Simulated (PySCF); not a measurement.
A side-by-side comparison of computed properties.

First species: CH5Cl2NSi3.
SMILES: `N#C[SiH2][SiH2][SiH](Cl)Cl`

Second species: C4H6Si.
SMILES with atom numbers: `[CH:1]#[C:2][SiH:3]1[CH2:4][CH2:5]1` (hydrogens: H6 on C1; H7 on Si3; H8, H9 on C4; H10, H11 on C5)

Levels: CAM-B3LYP/def2-SVPD for dipole moment, HOMO energy, LUMO energy, HOMO–LUMO gap, static isotropic polarisability and electronic spatial extent ⟨r²⟩ about the centre of nuclear charge; TDDFT CAM-B3LYP/def2-SVPD for lowest singlet excitation; TDA CAM-B3LYP/def2-SVPD for lowest triplet excitation (Tamm–Dancoff); GFN2-xTB for rotational constant A and rotational constant C. Geometries: GFN2-xTB. All species are isolated and taken at one optimised geometry, non-relativistic unless stated; the electronic structure was computed with PySCF and density fitting.

The conformers computed, where there is a choice (atom-mapped SMILES and torsion angles):
- `[N:1]#[C:2][SiH2:3][SiH2:4][SiH:5]([Cl:6])[Cl:7]`: C2–Si3–Si4–Si5 82°, Si3–Si4–Si5–Cl6 56°

Which has the higher S1 energy?

The first: 6.41 eV against 5.55 eV, a difference of 0.86 eV.

Which of the two has the higher rotational constant C, and by how much?

The second: 2.254 GHz against 0.510 GHz, a difference of 1.744 GHz.

Which has the higher dipole moment?

The first: 4.41 D against 0.22 D, a difference of 4.19 D.

Which has the higher ⟨r²⟩?

The first: 2224 bohr² against 595 bohr², a difference of 1629 bohr².

Which of the two has the higher HOMO–LUMO gap, and by how much?

The first: 9.49 eV against 8.70 eV, a difference of 0.79 eV.

Which has the higher rotational constant A?

The second: 10.566 GHz against 1.289 GHz, a difference of 9.277 GHz.

Which has the higher LUMO energy?

The second: 0.66 eV against -0.46 eV, a difference of 1.12 eV.

Which has the higher HOMO energy?

The second: -8.04 eV against -9.95 eV, a difference of 1.91 eV.

On the first: In wavenumbers S1 is 51700 cm⁻¹ (1 eV = 8065.54 cm⁻¹). The vertical singlet–triplet gap S1 − T1 is 0.78 eV (TDDFT singlet less Tamm–Dancoff triplet; S1: HOMO→LUMO, weight 0.88; T1: HOMO→LUMO, weight 0.87).

On the second: No computed singlet falls in the visible range (750 to 380 nm, 1.65 to 3.26 eV); S1 lies 2.29 eV above its blue end. A dipole of 0.22 D is allowed in Cs, and pure rotational transitions are dipole-allowed.
